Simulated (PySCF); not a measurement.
## Level sweep

CH9GeNSi.
SMILES with atom numbers: `[NH2:1][CH2:2][GeH2:3][SiH3:4]` (hydrogens: H5, H6 on N1; H7, H8 on C2; H9, H10 on Ge3; H11, H12, H13 on Si4)

Structure used (PBE0-D3(BJ)/def2-SVP), in Å, numbered top down from 1:
```
atom  x, y, z in Å
N1    -1.230    0.751    0.937
C2    -1.427    0.001   -0.290
Ge3    0.196   -1.074   -0.610
Si4    1.969    0.399   -0.012
H5    -1.210    0.134    1.746
H6    -1.986    1.414    1.096
H7    -1.492    0.707   -1.134
H8    -2.338   -0.630   -0.333
H9     0.259   -1.573   -2.068
H10    0.186   -2.313    0.316
H11    3.286   -0.096   -0.526
H12    2.077    0.518    1.473
H13    1.716    1.745   -0.608
```

PySCF, dipoles from the SCF density, polarisabilities from static response with core orbitals frozen. The structure is a single PBE0-D3(BJ)/def2-SVP conformer in the gas phase; no vibrational or solvent corrections. Relativistic effects, spin–orbit coupling among them, are left out although an element past zinc is present.

**Question.** How do dipole and polarisability depend on functional and basis here?

**Answer.** 

| level | μ (D) | α (Å³) | anisotropy (Å³) |
| --- | --- | --- | --- |
| LDA/def2-SVPD | 1.998 | 13.65 | 3.39 |
| PBE/def2-SVPD | 1.971 | 13.32 | 3.26 |
| B3LYP/def2-SVPD | 1.923 | 12.90 | 2.97 |
| PBE0/def2-SVPD | 1.947 | 12.79 | 2.93 |
| BHandHLYP/def2-SVPD | 1.903 | 12.38 | 2.65 |
| CAM-B3LYP/def2-SVPD | 1.904 | 12.66 | 2.77 |
| wB97X-D/def2-SVPD | 1.939 | 12.65 | 2.78 |
| LC-wPBE/def2-SVPD | 1.925 | 12.31 | 2.59 |
| HF/def2-SVPD | 1.933 | 11.81 | 2.26 |
| PBE0/6-31G* | 2.216 | 10.51 | 2.66 |
| PBE0/def2-SVP | 2.160 | 11.22 | 2.31 |
| PBE0/aug-cc-pVDZ | 1.925 | 13.06 | 3.00 |
| PBE0/def2-TZVP | 2.018 | 12.34 | 2.81 |
| PBE0/def2-TZVPD | 1.940 | 12.98 | 3.02 |

The anisotropy is √(½[(α1 − α2)² + (α2 − α3)² + (α3 − α1)²]). The dipole runs from 1.90 D (BHandHLYP/def2-SVPD) to 2.22 D (PBE0/6-31G*). No reference polarisability is at hand; against PBE0 in the largest diffuse basis at hand (def2-TZVPD) the other PBE0 rows deviate by 6-31G* -19%, def2-SVP -14%, def2-SVPD -1%, aug-cc-pVDZ +1%, def2-TZVP -5%. In one basis (def2-SVPD) the functionals order the polarisability from HF (lowest) to LDA (highest), a spread of 16%. With PBE0 the polarisability is 11.35 Å³ without diffuse functions (mean of 6-31G*, def2-SVP and def2-TZVP) and 12.94 Å³ with them (mean of def2-SVPD, aug-cc-pVDZ and def2-TZVPD).

Without π bonds the low states are Rydberg-like; a valence basis with one diffuse set may place them up to an eV too high.
